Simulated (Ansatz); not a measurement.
Reactions of `COC(=N)[SiH2]F`.

Gas-phase electronic energies from Ansatz, PBE0-D4/def2-TZVP geometries. CCSD(T)/CBS adds triple-zeta CCSD(T) − MP2 to the extrapolated MP2 energy (def2 sets, frozen cores). This one scheme is used for every species. Functionals use def2-TZVPP. B3LYP here is the variant with VWN-RPA as its local correlation; programs differ in this. One conformer a species, not always the lowest.

```tsv
reaction	CCSD(T)/CBS(def2) (kcal/mol)
`COC(=N)[SiH2]F` + `CBO` → `CBO[SiH2]F` + `COC=N`	?
`COC(=N)[SiH2]F` → `COC=N` + `F[SiH]`	47.1
`COC(=N)[SiH2]F` → `C=C[Si](N)(O)F`	-73.7
`COC(=N)[SiH2]F` + `BCBCl` → `BCB[SiH2]F` + `COC(=N)Cl`	45.1
`COC(=N)[SiH2]F` → `N[Si]1(F)CCO1`	?
`COC(=N)[SiH2]F` + H₂O → `COC(=N)O` + `F[SiH3]`	6.7
`COC(=N)[SiH2]F` + H₂ → `N=C[SiH2]F` + CH₃OH	-1.2
`COC(=N)[SiH2]F` → `O=CNC(F)[SiH3]`	36.0
`COC(=N)[SiH2]F` + `CCl` → `C[SiH2]F` + `COC(=N)Cl`	?
`COC(=N)[SiH2]F` + `C=N` → `C=N[SiH2]F` + `COC=N`	-13.9
```

Question: Fill in the missing values. (An estimate is asked.)

Answer: The calculation gave: `COC(=N)[SiH2]F` + `CBO` → `CBO[SiH2]F` + `COC=N`: -26.7 kcal/mol; `COC(=N)[SiH2]F` → `N[Si]1(F)CCO1`: -64.8 kcal/mol; `COC(=N)[SiH2]F` + `CCl` → `C[SiH2]F` + `COC(=N)Cl`: -2.4 kcal/mol.

Largest T1 diagnostic: 0.015, for `F[SiH]`.
